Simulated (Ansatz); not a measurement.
`C[CH2][Cd][OH]` + H–F → `[OH][Cd][F]` + `CC` at 400 K and 1 bar (ligand exchange at a Cd–C bond).

Computed with Ansatz on PBE0-D4/def2-TZVP structures; ΔE is electronic, products minus reactants. CCSD(T)/CBS is the MP2 limit (def2-TZVPP, def2-QZVPP) plus CCSD(T) − MP2 in def2-TZVPP, frozen cores. This one scheme is used for every species. Elements past krypton have def2 core potentials. For Cd outer-core shells are correlated without core-valence functions, which leaves a few kJ/mol of doubt a bond. One conformer a species, not always the lowest.

```csv
species,CCSD(T)/CBS energy (Eh),H − E (kJ/mol),S (J/(mol·K))
`C[CH2][Cd][OH]`,-322.60094,233.5,385.8
H–F,-100.39570,36.5,182.2
`[OH][Cd][F]`,-343.29729,57.9,305.7
`CC`,-79.71954,213.5,244.3
```

H − E and S are ideal-gas, rigid-rotor, harmonic terms from PBE0-D4/def2-TZVP, for one conformer and one mirror image of each species. 1 Eh = 2625.50 kJ/mol, R = 8.31446 J/(mol·K).

Question: By hand: ΔE, ΔH, ΔS and ΔG.

Answer: ΔE = (-343.29729) + (-79.71954) − (-322.60094) − (-100.39570) = -0.02019 Eh = -53.0 kJ/mol. Δ(H − E) = 57.9 + 213.5 − 233.5 − 36.5 = 1.4, so ΔH = -51.6 kJ/mol. ΔS = 305.7 + 244.3 − 385.8 − 182.2 = -18.0 J/(mol·K). ΔG = -51.6 − 400 × (-18.0)/1000 = -44.4 kJ/mol.

Question: By hand: the equilibrium constant, and the temperature at which ΔG would vanish if ΔH and ΔS stayed fixed.

Answer: log₁₀ K = −ΔG/(RT ln 10) = 5.8. ΔG = 0 at ΔH/ΔS = 2867 K, far beyond where these terms or the molecules hold.

ΔH outweighs TΔS. A doubt of 5 kJ/mol in ΔE shifts log₁₀ K by 0.7 here. Other conformers and mirror images would add mixing entropy, several J/(mol·K) or more a flexible species. Modes under 60 cm⁻¹, often nearly free rotors, make the harmonic entropy too high. These are equilibria of isolated gas molecules and say nothing of rates. Largest T1 diagnostic: 0.017 (customary marks: 0.02 for closed shells, 0.045 for open ones).
